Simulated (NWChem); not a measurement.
Molecule: PbH₂O, singlet; SMILES [OH][PbH]

All runs: NWChem. Medium grid unless said otherwise, to which SCAN and Minnesota functionals are sensitive. Low-valent species are run as closed-shell singlets; no triplet was tried in these runs. All runs use the structure optimised with PBE-D3(BJ)/def2-SVP. def2 effective core potentials on Pb; no spin-orbit coupling. Total energies of different functionals are on different scales.

```
level               energy (Ha)  highest occupied level (eV)  orbital gap (eV)  dipole (D)
------------------  -----------  ---------------------------  ----------------  ----------
B3LYP/def2-SVP        -269.2931                        -6.75              4.10        1.80
PBE/def2-SVP          -269.1738                        -5.83              2.78        1.47
LRC-wPBEh/def2-SVP    -269.1583                        -8.69              7.96        1.99
M05-2X/def2-SVP       -269.0997                        -8.08              6.54        2.19
r2SCAN/def2-SVP       -269.2728                        -6.14              3.20        1.71
SCAN/def2-SVP         -269.2593                        -6.15               [?]         [?]
MN15-L/def2-SVP       -268.5498                        -6.17              3.23        1.87
```

**Question.** Fill in the missing entries.

**Answer.** 
- SCAN/def2-SVP, orbital gap (eV): 3.04
- SCAN/def2-SVP, dipole (D): 1.62
